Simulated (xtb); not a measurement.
xtb input:

```bash
xtb mol.xyz --gfn 1 --sp --chrg 0 --uhf 0
```
mol.xyz:
```
13

Si     0.07517424    -0.46621636     0.05137629
F     -0.20525284    -1.57767369    -1.03997708
F      0.64945693    -1.17719568     1.34355920
O      1.16311850     0.52994270    -0.60252590
C      1.75678846     1.64854443     0.05045331
O     -1.29010571     0.25760784     0.51573911
C     -2.17916714     0.97096788    -0.33911931
H      0.99642250     2.30239937     0.48476907
H      2.32113044     2.20580965    -0.69521650
H      2.43555944     1.31782375     0.83899547
H     -2.69421211     0.28629098    -1.01576631
H     -2.91387548     1.47028245     0.29011712
H     -1.64513126     1.72076905    -0.92811570
```

Problem. Predict the final energy.

Solution. -29.25934 Eh (GFN1-xTB).
